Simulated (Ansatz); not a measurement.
CH4ClGaO2 (`C[O][Ga]([OH])[Cl]`). Charge 0, multiplicity 1. Correlated methods include outer-core shells of Ga, which these sets cover unevenly. Scalar relativity is left out up to krypton.

```tsv
atom	x (Å)	y (Å)	z (Å)
C1	0.3162	1.4594	0.5575
O2	-0.4683	0.5326	-0.1597
Ga3	-0.0671	-1.1778	-0.3336
O4	-1.1349	-2.2389	-1.2574
Cl5	1.6864	-1.9766	0.5547
H6	1.2177	1.0141	0.9930
H7	-0.2783	1.8898	1.3693
H8	0.6240	2.2697	-0.1105
H9	-1.8958	-1.7724	-1.6133
```

Task: Give the diagnostics of a CCSD(T)/def2-TZVPP run (frozen core, Ansatz). (Best estimate.)

Result: Ansatz gave: T1 = 0.0135, largest single amplitude 0.034, largest double 0.025, (T) share of the correlation energy 3.8 %, 9 CCSD cycles. The RHF solution is stable towards an unrestricted one. T1 lies under the customary mark of 0.02 for closed shells.
